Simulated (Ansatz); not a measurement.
Cl3H3InN (`[NH3+][In-]([Cl])([Cl])[Cl]`), 8 atoms. Charge 0, multiplicity 1. Correlated methods include outer-core shells of In, which these sets cover unevenly. In: def2 effective core potential. All runs use 4 threads of an Intel Xeon on a shared host. Correlated methods freeze the cores.

(1) How many basis functions does each run have, and how long does it take in Ansatz? RKS ωB97M-V/def2-QZVPP energy; RKS PBE0-D4/def2-QZVPP energy; RKS PBE0-D4/def2-SVP energy; RKS ωB97M-V/def2-SVP energy; RHF-CCSD(T)/def2-SVP energy; RKS LC-ωPBE/def2-TZVPP energy; RKS ωB97X-V/def2-TZVPP energy; RKS PBE0-D4/def2-TZVPP energy; RKS PBE0-D4/def2-TZVP frequencies; RHF-MP2/def2-QZVPP energy; RHF-CCSD(T)/def2-TZVPP energy; direct RPA on PBE orbitals/def2-TZVPP energy. (An estimate is asked.)

## Answers

(1) The calculation gave: Other jobs shared the machine, so times are rough.

```
                                level          job  functions  wall time  peak host memory (GiB)
                 RKS PBE0-D4/def2-SVP       energy        109      7.5 s                    0.27
               RKS LC-ωPBE/def2-TZVPP       energy        249       17 s                    0.53
direct RPA on PBE orbitals/def2-TZVPP       energy        249       19 s                    0.62
                 RKS ωB97M-V/def2-SVP       energy        109       19 s                     0.4
               RKS PBE0-D4/def2-TZVPP       energy        249       24 s                    0.88
                 RHF-CCSD(T)/def2-SVP       energy        109       29 s                    0.51
               RKS ωB97X-V/def2-TZVPP       energy        249       34 s                       1
               RKS PBE0-D4/def2-QZVPP       energy        439       35 s                     2.1
               RKS ωB97M-V/def2-QZVPP       energy        439       67 s                     2.4
                   RHF-MP2/def2-QZVPP       energy        439       94 s                     2.4
               RHF-CCSD(T)/def2-TZVPP       energy        249    6.9 min                     5.3
                RKS PBE0-D4/def2-TZVP  frequencies        210     14 min                    0.75
```

LC-ωPBE has ω = 0.4 bohr⁻¹.
